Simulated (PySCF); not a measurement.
B(OH)2(nBu), C4H11BO2, SMILES CCCCB(O)O, singlet, GFN2-xTB optimised geometry. Atoms within 1.6 Å of the plane z = 0.0 Å (x, y, z in Å): B1 (1.03, 1.12, 0.00), O2 (0.29, 2.26, 0.00), H3 (0.77, 3.09, 0.00), O4 (2.39, 1.12, 0.00), H5 (2.83, 1.97, 0.01), C6 (0.29, -0.29, 0.02), C7 (-1.17, -0.24, -0.44), C8 (-1.86, -1.60, -0.43), C9 (-2.09, -2.15, 0.97), H10 (0.84, -1.01, -0.59), H11 (0.32, -0.68, 1.04), H12 (-1.72, 0.45, 0.19), H13 (-1.20, 0.16, -1.46), H14 (-2.83, -1.51, -0.93), H15 (-1.26, -2.31, -1.01), H16 (-2.66, -1.44, 1.57), H17 (-1.14, -2.34, 1.47), H18 (-2.64, -3.09, 0.93).

Computed with CAM-B3LYP/def2-SVP (PySCF). Cells within 0.4 Å of a nucleus heavier than hydrogen are left out (blank, or x).

Map of the HOMO amplitude (bohr^(-3/2)) on the plane z = 0.0 Å; orbital energy -9.66 eV, overall sign arbitrary:

```
|444444444444444444444444444|
|444444444444444444444444444|
|444444444444444444444444444|
|444444444444444444444444444|
|444444444444444444444444444|
|444444444444444444444444444|
|444444444443445544444444444|
|44444443333334x444444444444|
|4444443333333xx333455444444|
|444443333333332223455444444|
|444433333333445xx2xx4444444|
|444433333323468xx3xx3334444|
|444333333222369974323334444|
|44333344443125x964333334444|
|4433334456631xx554433344444|
|433333346774200233433444444|
|433333335775321233334444444|
|433333222454333333334444444|
|443333321244333333334444444|
|444333333333333333334444444|
|444444443333333333344444444|
|444444444433333334444444444|
|444444444444333444444444444|
|444444444444444444444444444|
|444444444444444444444444444|
|444444444444444444444444444|
|444444444444444444444444444|
```
Scale: ten equal steps from -0.133 (start of '0') to 0.198 (end of '9'), in the order '0123456789'; x runs from -5.50 to 5.50, y from -5.50 (bottom) to 5.50 (top).
